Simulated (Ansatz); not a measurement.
One geometry of the cluster ZrO₄H₄, several levels of theory.

```yaml
crystal:
  periodic: [false, false, false]
  atoms:
    - {symbol: Zr, position_ang: [-0.155930, -0.171179, -0.032588]}
    - {symbol: O, position_ang: [1.394739, 1.422151, -0.605791]}
    - {symbol: O, position_ang: [1.478496, 0.793197, 0.736196]}
    - {symbol: O, position_ang: [-0.278126, -1.793527, 0.990712]}
    - {symbol: O, position_ang: [-1.789327, 0.851797, -0.038528]}
    - {symbol: H, position_ang: [-0.346640, -2.589740, 1.534199]}
    - {symbol: H, position_ang: [-2.605293, 1.276244, 0.259989]}
    - {symbol: H, position_ang: [2.171770, 1.041622, -1.071441]}
    - {symbol: H, position_ang: [0.130310, -0.830566, -1.772759]}
basis:
  gaussian: {orbitals: def2-TZVP, initial_orbitals: start.molden}
hamiltonian: {xc: {name: CAM-B3LYP}, dispersion: d4}
scf: {omitted_lower_state_checks: [starts]}
output: {orbitals: {seedname: orbitals}}
```

The file start.molden holds the orbitals of an earlier run on this structure, at another level or in another basis.

```sh
$ ansatz run in.yaml --threads 4 --pin off --events-out ev --progress --plain --max-ram 3916MiB
```

Shortened log:

```
Functional definition: CAM-B3LYP
1135 factors; their error is unknown
311 factors; integrals over basis functions are off by at most 1.2e-5 eV
mean field evaluation 1: about -9536.1313 eV, gradient 8.1e0 eV
mean field evaluation 2: about -9536.2201 eV, gradient 1.0e-1 eV
mean field evaluation 4: about -9536.2453 eV, gradient 3.1e-4 eV
mean field -9536.24529925 eV, -350.4505508483 hartree, gradient 1.8e-5 eV, S^2 0.000000; 0 other end points of the search recorded, 0 dependent functions left out
reference -9536.24545947 eV, -350.4505567362 hartree; 24, 24 occupied and 164, 164 virtual orbitals, 1135 factors
Total energy: -9536.39510322 eV, -350.4560560427 hartree
Checks for a lower state left out: starts
```

Run time 2.6 s (4 threads of Arm Neoverse V1 on a shared host).

The first input with `hamiltonian: {xc: pbe}`, `correlation: {method: rpa}` and without the key `output` (abridged; 4 s):

```
Functional definition: PBE
mean field -9531.83610090 eV, -350.2885157977 hartree, gradient 7.8e-6 eV, S^2 0.000000
4 core orbitals not correlated: weight in the atoms' cores, before any rotation towards them, 1.000 or more for the frozen orbitals, at most 0.000 for the correlated occupied ones
Total energy: -9533.79223150 eV, -350.3604022712 hartree
Checks for a lower state left out: starts
```

First input, but with `gaussian: {orbitals: def2-SVP, initial_orbitals: start.molden}`, `hamiltonian: {xc: pbe, dispersion: d4}` (abridged; 1.1 s):

```
Functional definition: PBE
mean field -9521.52078680 eV, -349.9094349963 hartree, gradient 1.1e-5 eV, S^2 0.000000
Total energy: -9521.69207346 eV, -349.9157296649 hartree
Checks for a lower state left out: starts
```

First input, but with `hamiltonian: {xc: {name: BLYP}, dispersion: d4}` (abridged; 1.7 s):

```
Functional definition: BLYP
mean field -9538.22901786 eV, -350.5234511626 hartree, gradient 2.2e-5 eV, S^2 0.000000
Total energy: -9538.59212668 eV, -350.5367951657 hartree
Checks for a lower state left out: starts
```

As the first input, with `hamiltonian: {xc: r2scan, dispersion: d4}`, `output: {forces: true, orbitals: {seedname: orbitals}}` (abridged; 4.2 s):

```
Functional definition: r2SCAN
mean field -9536.59641593 eV, -350.4634541484 hartree, gradient 1.3e-5 eV, S^2 0.000000
Total energy: -9536.63901707 eV, -350.4650197113 hartree
Atom 0 force     0.151693     0.055433    -0.034834 eV/Å
Atom 1 force     0.326352    -0.354297    -0.135573 eV/Å
Atom 2 force    -0.118366    -0.020029    -0.176880 eV/Å
Atom 3 force    -0.059797    -0.368461     0.284519 eV/Å
Atom 4 force    -0.394174     0.213353     0.173428 eV/Å
Atom 5 force     0.054333     0.482740    -0.333917 eV/Å
Atom 6 force     0.498835    -0.260316    -0.167374 eV/Å
Atom 7 force    -0.442698     0.211633     0.300826 eV/Å
Atom 8 force    -0.016177     0.039944     0.089805 eV/Å
Dipole moment:    -0.108989    -0.095115     0.222637 e Å
Checks for a lower state left out: starts
```

As the first input, with `hamiltonian: {xc: {name: r2SCANh}, dispersion: d4}` (abridged; 3.7 s):

```
Functional definition: r2SCANh
mean field -9535.48645317 eV, -350.4226637690 hartree, gradient 2.3e-5 eV, S^2 0.000000
Total energy: -9535.53202366 eV, -350.4243384537 hartree
Checks for a lower state left out: starts
```

The first input with `hamiltonian: {xc: pbe, dispersion: d4}` (abridged; 1.6 s):

```
Functional definition: PBE
mean field -9531.83625432 eV, -350.2885214357 hartree, gradient 1.0e-5 eV, S^2 0.000000
Total energy: -9532.00754041 eV, -350.2948160832 hartree
Checks for a lower state left out: starts
```

Geometry: PBE-D4/def2-SVP.

In the def2 sets Zr takes a core potential; there is no spin–orbit coupling. Correlated methods freeze 4 core orbitals; core or outer-core shells of Zr are correlated, in sets that lack core-valence functions. The structure holds one bond between oxygen atoms, so isomers without such links may lie far lower. The structure comes from a short search, and lower isomers may exist.
